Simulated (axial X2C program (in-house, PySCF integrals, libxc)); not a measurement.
# Working with the constants of CuH⁻

A bond curve at the PBE0 level, 2c, was computed with an in-house all-electron X2C program for linear molecules (integrals from PySCF) (basis Cu dyall-acv3z [10s10p7d4f2g], H dyall-av3z [7s3p2d] (cores contracted in-house)) for the state Ω = 1/2 (⟨Sz⟩ = 0.50, ⟨Lz⟩ = 0.00 at PBE0). Its fit gives Re = 1.5234 Å, ωe = 1646.2 cm⁻¹, ωexe = 47.2 cm⁻¹ and αe = 3.128e-01 cm⁻¹; the masses are 62.9296 and 1.0078 u. Two-component means X2C with spin–orbit coupling and atomic mean-field Coulomb and Gaunt terms.

Find the reduced mass, Be and the force constant.

From the PBE0 values: μ = 0.9919 u. Be = 16.8576/(μ Re²) = 7.323 cm⁻¹. k = 5.8918×10⁻⁷ μ ωe² = 1.58 mdyn/Å.

Scale the constants to the deuteride (D 2.0141 u) within the Born–Oppenheimer picture.

ρ = √(μH/μD) = 0.7129; ωe = 1173.6, ωexe = 24, Be = 3.722 cm⁻¹; the zero-point energy falls by 230 cm⁻¹.

Estimate De from a Morse curve and compare with the computed well depth of 2.083 eV to Cu- + H.

De(Morse) = ωe²/(4ωexe) = 1.780 eV against 2.083 eV computed, a ratio of 0.85. For De the Morse form works well here.

Where do the fundamental and the first overtone lie?

ν(1←0) = ωe − 2ωexe = 1551.8 cm⁻¹; ν(2←0) = 2ωe − 6ωexe = 3009.2 cm⁻¹.

A Morse curve ties αe to the other constants (Pekeris). How well does that hold?

αe(Morse) = 6Be²/ωe × (√(ωexe/Be) − 1) = 3.008e-01 cm⁻¹; the PBE0 curve gives 3.128e-01 cm⁻¹, a ratio of 0.96.

One determinant describes the state; a PBE0 search over occupations chose it and may have missed a lower one. De is counted from the lowest determinant-based energies of the atoms at the same level, without counterpoise correction. Density functionals use the spin component along the axis (collinear). The highest occupied level of some functionals is positive through self-interaction error; at Hartree–Fock it is bound.
